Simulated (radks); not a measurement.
Task: The cadmium ion Cd2+, 46 electrons, occupied as [Kr] 4d9 5d1 (not the ground configuration). Calculated with a radial shooting solver on a logarithmic mesh with Libxc functionals: scalar-relativistic Kohn-Sham, LDA (Slater exchange, VWN5 correlation), spin-polarised, spherical densities, point nucleus; open shells are filled with parallel spins first (spin-orbit coupling, left out, can overturn this in heavy ions). Some entries of the table are withheld. Estimate them.

orbital  occ.  eigenvalue (eV)  <1/r> (bohr^-1)
1s up       1        -26522.45            50.59
1s down     1        -26522.45            50.59
2s up       1        -3963.228            11.51
2s down     1        -3962.999            11.51
2p up       3        -3561.404            11.11
2p down     3        -3561.222            11.11
3s up       1        -761.6801            4.056
3s down     1        -761.5206            4.056
3p up       3        -629.8739            3.866
3p down     3        -629.7014            3.866
3d up       5        -422.9725            3.641
3d down     5        -422.7450            3.641
4s up       1        -134.5929            1.582
4s down     1        -133.7893            1.583
4p up       3         -95.5345            1.430
4p down     3         -94.7242            1.430
4d up       5              (1)            1.108
4d down     4              (2)            1.108
5s up       0         -26.5640           0.5550
5s down     0         -25.8200           0.5583
5p up       0         -18.9361           0.4572
5p down     0         -18.0991           0.4609
5d up       1         -10.1333           0.3042
5d down     0          -9.2808           0.2973

Result: 
(1) 4d up eigenvalue (eV): -39.2912
(2) 4d down eigenvalue (eV): -38.5063
